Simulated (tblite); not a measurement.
Compound: C5H7F3O.
Structure used (GFN2-xTB), in Å, numbered top down from 1:
```xyz
16
C5H7F3O angstrom
C      1.8197   -1.6118    0.2430
C      1.8471   -0.3147    0.4898
O      0.8318    0.5961    0.4938
C     -0.4846    0.1820    0.2307
C     -1.4428    1.1339    0.9405
C     -0.7598    0.2236   -1.2830
F     -0.6265    1.4510   -1.7926
F     -2.0154   -0.1755   -1.5536
F      0.0483   -0.5786   -1.9871
H      2.7284   -2.1785    0.3072
H      0.9395   -2.1594   -0.0421
H      2.7596    0.2009    0.7543
H     -0.6509   -0.8527    0.5607
H     -1.2601    2.1521    0.6064
H     -2.4724    0.8605    0.7273
H     -1.2696    1.0801    2.0113
```

Computed with GFN2-xTB (tblite): harmonic, unscaled wavenumbers at the GFN2-xTB geometry, gas phase. The method is semi-empirical: single wavenumbers can be off by several per cent or more. One conformer, not necessarily the lowest.

Harmonic wavenumbers (cm⁻¹): 37.2, 91.1, 135.5, 182.7, 203.9, 221.2, 243.4, 305.8, 383.8, 431.2, 487.4, 514.9, 595.0, 615.1, 647.5, 779.2, 839.4, 902.8, 980.0, 991.2, 1014.3, 1066.5, 1083.9, 1107.7, 1134.5, 1159.8, 1187.7, 1270.2, 1276.1, 1294.0, 1399.6, 1411.8, 1463.5, 1479.2, 1712.7, 2904.6, 3053.3, 3055.5, 3060.4, 3078.6, 3132.2, 3167.8.

A = 2338, B = 1343, C = 1087 MHz; mass 140.045 u (most abundant isotopes); point group C1, symmetry number 1.

Problem. Zero-point energy?

Solution. ½Σν̃ = 25051 cm⁻¹ = 299.67 kJ/mol.

Problem. Entropy at 273.15 K, 1 bar (ideal gas, RRHO, classical rotation)?

Solution. Translation 168.67, rotation 119.97, vibration 103.73: S = 392.4 J/(mol K).

Problem. And Cp and H(273.15 K) − H(0)?

Solution. Cp = 143.33 J/(mol K), of which vibrations give 110.07 (their classical limit is 42 R = 349.2); H(273.15 K) − H(0) = 24.30 kJ/mol without the zero-point energy, 15.21 from vibrations.

Problem. Which modes carry the vibrational entropy at 273.15 K?

Solution. 37.2 cm⁻¹: 21.88; 91.1 cm⁻¹: 14.50; 135.5 cm⁻¹: 11.29; 182.7 cm⁻¹: 8.95; 203.9 cm⁻¹: 8.11; 221.2 cm⁻¹: 7.50 J/(mol K); the other 36 give 31.50 together.

Problem. What must be added to the electronic energy to get the Gibbs energy at 273.15 K and 1 bar?

Solution. ZPE + [H(273.15 K) − H(0)] − T·S = 299.67 + 24.30 − 107.17 = 216.80 kJ/mol.

Hindered rotation and anharmonicity are outside this model. Other conformers, if any are populated, would add a mixing term that is left out. The structure is chiral; the term R ln 2 for an equal mix with its mirror image is left out.
